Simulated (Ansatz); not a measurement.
Frontier orbitals of ClH₃OSn, SMILES `[OH][SnH2][Cl]`.

Total charge 0; spin multiplicity 1. Correlated methods include outer-core shells of Sn, which these sets cover unevenly. Sn takes the def2 core potential. All single points use the PBE0-D4/def2-TZVP geometry. It is one conformer, not always the lowest. Basis def2-TZVPP, Ansatz 0.2.0.

```
functional  HOMO (eV)  LUMO (eV)  gap (eV)
       PBE      -7.19      -1.80      5.39
      PBE0      -8.73      -0.86      7.87
   r2SCAN0      -8.97      -0.66      8.31
 CAM-B3LYP     -10.12       0.09     10.21
   ωB97M-V     -10.99       0.92     11.91
```

Against PBE, PBE0 changes HOMO and LUMO by −1.54 and +0.94 eV, ωB97M-V by −3.80 and +2.72 eV. A gap of 5.39 eV thus becomes 11.91 eV for the same molecule, so an orbital gap means little without its functional. A positive LUMO is unbound and depends on the basis.
